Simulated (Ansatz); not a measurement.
The cluster Ti3Cl3, relaxed as a doublet with UKS PBE-D4/def2-SVP in Ansatz, starting from the GFN1-xTB geometry. Force threshold 0.02 eV/Å.

The charge 0 doublet is spin-contaminated (final ⟨S²⟩ up to 2.59, 0.75 for a pure state). The relaxation made no stability test and no search for a lower SCF solution. No other spin state of charge 0 was run. The structure comes from a short search, and lower isomers may exist.

Start:

```xyz
6

Ti   -0.1382    0.1314   -0.3422
Ti    1.4743    1.9859   -0.9493
Ti   -0.8425   -1.3895    1.5856
Cl   -2.1645   -3.1517    1.6209
Cl    3.1745    2.9301    0.1173
Cl   -1.5036   -0.5062   -2.0323
```

Task: Estimate the energy that the relaxation releases and the steps that it takes.

Result: 213.2 kJ/mol, in 32 steps; 3.9 min on 4 threads of Arm Neoverse V1 on a shared host. The force fell under the threshold at step 30, but the optimiser went on. No frequencies were taken in this run, so the end may be a saddle point.

Task: Does the start keep its bonding?

Result: Bonds formed: Ti1–Cl4, Ti1–Cl5, Ti2–Cl6 (atoms count from 1). The end is the same structure that another start reached.

Task: Predict the relaxed structure.

Result: 
```xyz
6

Ti    0.055   -0.034    0.298
Ti   -0.106    1.642   -1.085
Ti    0.329   -1.842    1.389
Cl   -1.965   -1.098    1.244
Cl    1.780    1.773    0.356
Cl   -0.094   -0.441   -2.202
```
Bond lengths (bridged metal pairs left out): 6 × Cl–Ti 2.36 to 2.54 Å.
